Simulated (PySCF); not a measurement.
Job file and geometry (Å, from GFN2-xTB) of an NMR shielding run on `CC[C@H](C#N)[SiH2]N[SiH2]P`, C$_{4}$H$_{13}$N$_{2}$PSi$_{2}$, GIAO PBE0/pcSseg-1 NMR shielding, non-relativistic, gas phase (PySCF); density fitting, a coarse starting grid and PySCF grid level 2 are the driver's defaults:

```
$ OMP_NUM_THREADS=1 python probes_run.py task.json out

{"job": {"kind": "nmr", "xc": "PBE0", "basis": "pcSseg-1"}, "charge": 0, "multiplicity": 1}
C     -3.726812     0.438317     0.265531
C     -2.277039     0.894510     0.383347
C     -1.297107    -0.172555    -0.107911
C     -1.357092    -1.341839     0.708365
N     -1.362788    -2.278944     1.368333
Si     0.507424     0.478887    -0.114791
N      1.496334    -0.916328    -0.343494
Si     3.205272    -1.015069    -0.621659
P      3.891031     1.101569    -0.791887
H     -3.887494    -0.464046     0.852197
H     -3.978718     0.222760    -0.771456
H     -4.400884     1.210879     0.628385
H     -2.127143     1.802681    -0.204513
H     -2.053806     1.133421     1.425238
H     -1.570789    -0.470439    -1.125317
H      0.783844     1.143086     1.164981
H      0.643205     1.406794    -1.238965
H      1.050129    -1.805679    -0.179992
H      3.826775    -1.771455     0.472109
H      3.452337    -1.688534    -1.901336
H      5.234679     0.778854    -0.840101
H      3.938231     1.332515     0.571303
```

Q: Write the output of this run.

A: 
```
coarse grid: 19400 points
cycle   1  E = -1189.2228999107  dE =  8.305e-01  |g| = 6.201e-01  |ddm| = 4.234e+00
cycle   2  E = -1189.0759439286  dE =  1.470e-01  |g| = 1.035e+00  |ddm| = 1.471e+00
cycle   3  E = -1189.3030130701  dE = -2.271e-01  |g| = 2.090e-01  |ddm| = 9.710e-01
cycle   4  E = -1189.3119186795  dE = -8.906e-03  |g| = 6.546e-02  |ddm| = 1.841e-01
cycle   5  E = -1189.3127614713  dE = -8.428e-04  |g| = 2.055e-02  |ddm| = 6.947e-02
cycle   6  E = -1189.3128584106  dE = -9.694e-05  |g| = 3.891e-03  |ddm| = 2.276e-02
cycle   7  E = -1189.3128616200  dE = -3.209e-06  |g| = 9.631e-04  |ddm| = 3.977e-03
final grid: 172432 points
cycle   8  E = -1189.3618193699  dE = -3.996e-05  |g| = 8.442e-03  |ddm| = 3.333e-02
cycle   9  E = -1189.3618114517  dE =  7.918e-06  |g| = 1.030e-02  |ddm| = 1.635e-02
cycle  10  E = -1189.3618366265  dE = -2.517e-05  |g| = 9.362e-04  |ddm| = 9.027e-03
cycle  11  E = -1189.3618367972  dE = -1.707e-07  |g| = 2.903e-04  |ddm| = 1.070e-03
cycle  12  E = -1189.3618368138  dE = -1.659e-08  |g| = 8.802e-05  |ddm| = 2.810e-04
cycle  13  E = -1189.3618368148  dE = -9.875e-10  |g| = 6.037e-05  |ddm| = 1.033e-04
cycle  14  E = -1189.3618368155  dE = -7.501e-10  |g| = 1.110e-05  |ddm| = 4.852e-05
converged SCF energy = -1189.3618368155

GIAO shielding tensors (ppm)
atom      isotropic    diamagn.    paramagn.     s11        s22        s33       span
  0 C      169.388     244.163     -74.775    154.109    166.572    187.483     33.375
  1 C      162.909     247.358     -84.449    155.099    160.287    173.340     18.242
  2 C      169.224     258.038     -88.813    155.365    165.638    186.670     31.305
  3 C       60.205     265.133    -204.928    -58.126    -52.550    291.290    349.417
  4 N      -31.849     342.834    -374.683   -202.250   -185.763    292.465    494.715
  5 Si     384.504     883.514    -499.011    353.078    376.238    424.195     71.117
  6 N      264.105     329.932     -65.827    237.458    246.845    308.013     70.554
  7 Si     380.679     880.092    -499.413    345.251    361.403    435.383     90.132
  8 P      627.619     967.624    -340.005    559.658    618.986    704.214    144.556
  9 H       29.938      27.494       2.444     25.135     29.750     34.931      9.797
 10 H       30.830      27.699       3.131     26.647     28.753     37.089     10.442
 11 H       30.387      25.544       4.843     25.466     27.360     38.335     12.869
 12 H       30.359      31.711      -1.351     24.162     30.666     36.250     12.087
 13 H       30.195      31.850      -1.654     25.001     30.355     35.230     10.229
 14 H       29.974      34.347      -4.373     26.798     28.572     34.552      7.754
 15 H       27.071      33.006      -5.936     22.553     27.269     31.390      8.837
 16 H       26.653      32.116      -5.463     22.021     27.394     30.545      8.525
 17 H       31.631      36.813      -5.182     20.395     30.704     43.795     23.400
 18 H       26.014      28.729      -2.715     21.866     24.644     31.533      9.667
 19 H       26.460      28.408      -1.948     22.267     24.863     32.250      9.984
 20 H       30.661      27.707       2.954     25.410     26.409     40.164     14.754
 21 H       30.358      30.670      -0.312     24.854     28.159     38.061     13.207
```

Q: Turn these shieldings into chemical shifts. References, each an isolated molecule treated in the same way: ¹³C (σ = 186.93 ppm), ²⁹Si (σ = 349.16 ppm), ¹H (σ = 31.72 ppm) against TMS; NH3 for ¹⁵N (σ = 267.73 ppm); ³¹P (σ = 318.38 ppm) vs H3PO4.

A: Averaging equivalent atoms: C 3: 126.7; C 1: 24.0; C 2: 17.7; C 0: 17.5; N 4: 299.6; N 6: 3.6; Si 7: -31.5; Si 5: -35.3; P 8: -309.2; H 18: 5.70; H 19: 5.26; H 16: 5.06; H 15: 4.65; H 14: 1.74; H 13: 1.52; H 12: 1.36; H 9/10/11: 1.33; H 20/21: 1.21; H 17: 0.09 ppm. Experimental scales use liquid or dissolved standards, which lie at an offset from isolated NH3 (liquid NH3: subtract about 20 ppm) and H3PO4. Unscaled 15N shifts of sp2 nitrogen come out 20 to 40 ppm too high even then.

Size and cost of the density-fitted run: 239 basis functions, 100 s wall time on 1 thread of an Arm Neoverse N1, shared host; peak memory 1.1 GiB.
